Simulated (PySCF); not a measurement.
C2H2Cl (SMILES C=[C-]Cl), charge -1, singlet, geometry from GFN2-xTB (in this run its highest filled SCF level lies above zero, so its values depend strongly on the basis, on diffuse functions most of all); PySCF with M06L/def2-SVP.

Input for PySCF:
```python
from pyscf import gto, scf, dft

mol = gto.Mole()
mol.atom = '''
    C    -0.11782134    0.97244023    0.00402460
    C     1.20949826    1.06784053    0.01132795
    Cl   -0.59700984   -0.85895942   -0.00717248
    H     1.97685805    0.28124257    0.01154024
    H     1.62224777    2.07938296    0.01827654
'''
mol.basis = 'def2-svp'
mol.charge = -1
mol.verbose = 5
mol.build()

mf = dft.RKS(mol)
mf.xc = 'm06l'
mf.kernel()
```

Task: What does PySCF print? Leave out banner, timings and long lists.

Result: 
```
PySCF version 2.14.0

[INPUT] verbose = 5
[INPUT] max_memory = 4000
[INPUT] num. atoms = 5
[INPUT] num. electrons = 32
[INPUT] charge = -1
[INPUT] spin (= nelec alpha-beta = 2S) = 0
[INPUT] symmetry False subgroup None
[INPUT] Mole.unit = angstrom
[INPUT] Symbol           X                Y                Z      unit          X                Y                Z       unit  Magmom
[...]
[INPUT] ---------------- BASIS SET ----------------
[INPUT] l, kappa, [nprim/nctr], expnt,             c_1 c_2 ...
[INPUT] Cl
[...]
                                1571.7365221      0.014754727977
                                357.12065523      0.066679112875
                                100.25185935      0.17228924084
                                30.812727554      0.158837861
[...]
                                5.7045760975      0.60841752753
                                2.3508376809      0.54352153355
[...]
                                72.102015515      -0.063563355471
                                22.532680262      -0.24016428276
                                7.8991765444      -0.47798866557
                                2.8767268321      -0.38515850005
[...]
[INPUT] C
[...]
                                186.29004992      0.040638409211
                                42.251176346      0.18025593888
                                11.676557932      0.46315121755
                                3.5930506482      0.44087173314
[...]
                                2.0103545142      0.21117025112
                                0.54771004707     0.51328172114
[...]
[INPUT] H
[...]
                                1.9622572         0.13796524
                                0.44453796        0.47831935
[...]
nuclear repulsion = 77.964858515188
number of shells = 26
number of NR pGTOs = 98
number of NR cGTOs = 56
basis = def2-svp
ecp = {}

******** <class 'pyscf.dft.rks.RKS'> ********
method = RKS
initial guess = minao
damping factor = 0
level_shift factor = 0
DIIS = <class 'pyscf.scf.diis.CDIIS'>
diis_start_cycle = 1
diis_space = 8
diis_damp = 0
SCF conv_tol = 1e-09
SCF conv_tol_grad = None
SCF max_cycles = 50
direct_scf = True
direct_scf_tol = 1e-13
XC library pyscf.dft.libxc version 7.1.2
    S. Lehtola, C. Steigemann, M. J. T. Oliveira, and M. A. L. Marques,  SoftwareX 7, 1–5 (2018)
XC functionals = m06l
    Y. Zhao and D. G. Truhlar,  J. Chem. Phys. 125, 194101 (2006)
    Y. Zhao and D. G. Truhlar,  J. Chem. Phys. 125, 194101 (2006)
[...]
cycle= 9 E= -537.337291017983  delta_E= -8.36e-09  |g|= 1.83e-05  |ddm|= 0.000335
[...]
  mo_energy =
[-1.00878381e+02 -9.82990420e+00 -9.82155401e+00 -9.14741238e+00
 -6.85834756e+00 -6.85102004e+00 -6.85031420e+00 -5.45961663e-01
 -4.48776157e-01 -2.61666333e-01 -1.80736071e-01 -1.18442725e-01
 -7.23572675e-02 -4.46986360e-02  6.09317300e-03  5.73621827e-02
  2.27895641e-01  2.43092954e-01  2.90985272e-01  3.53172301e-01
  5.12603053e-01  6.28827456e-01  6.58756572e-01  7.08844394e-01
  7.24418801e-01  7.37253625e-01  8.01331576e-01  8.04300571e-01
  8.25696757e-01  8.63646858e-01  9.04982295e-01  9.92530044e-01
  9.99057846e-01  1.00838282e+00  1.02906855e+00  1.06071986e+00
  1.09493520e+00  1.15899612e+00  1.28257419e+00  1.39752878e+00
  1.44338878e+00  1.55727562e+00  1.82094328e+00  1.86876864e+00
  1.93699657e+00  1.99077852e+00  2.07229663e+00  2.14746616e+00
  2.32340900e+00  2.49758617e+00  2.54336685e+00  2.58252535e+00
  2.71324742e+00  3.04790723e+00  3.13917251e+00  3.31257110e+00]
nelec by numeric integration = 32.00000513514313
E1 = -901.454045149985  E2 = 286.151895616722  Ecoul = 326.17710644220205  Exc = -40.025210825480045
cycle= 10 E= -537.337291018075  delta_E= -9.23e-11  |g|= 4.96e-06  |ddm|= 4.85e-05
[...]
  mo_energy =
[-1.00878381e+02 -9.82990291e+00 -9.82155342e+00 -9.14741230e+00
 -6.85834742e+00 -6.85101998e+00 -6.85031414e+00 -5.45961330e-01
 -4.48776226e-01 -2.61666196e-01 -1.80736114e-01 -1.18442307e-01
 -7.23568991e-02 -4.46982769e-02  6.09327236e-03  5.73629198e-02
  2.27895938e-01  2.43093438e-01  2.90985059e-01  3.53172573e-01
  5.12603279e-01  6.28827500e-01  6.58757020e-01  7.08844395e-01
  7.24419096e-01  7.37253789e-01  8.01332025e-01  8.04300543e-01
  8.25696780e-01  8.63646899e-01  9.04982308e-01  9.92530417e-01
  9.99058436e-01  1.00838342e+00  1.02906895e+00  1.06071995e+00
  1.09493579e+00  1.15899670e+00  1.28257492e+00  1.39752826e+00
  1.44338934e+00  1.55727561e+00  1.82094279e+00  1.86876859e+00
  1.93699632e+00  1.99077895e+00  2.07229654e+00  2.14746619e+00
  2.32340925e+00  2.49758586e+00  2.54336701e+00  2.58252540e+00
  2.71324773e+00  3.04790708e+00  3.13917278e+00  3.31257084e+00]
nelec by numeric integration = 32.000005135154886
E1 = -901.4540330233251  E2 = 286.15188349006246  Ecoul = 326.17709365118225  Exc = -40.02521016111981
Extra cycle  E= -537.337291018075  delta_E= 3.41e-13  |g|= 4.45e-06  |ddm|= 1.9e-05
converged SCF energy = -537.337291018075
```
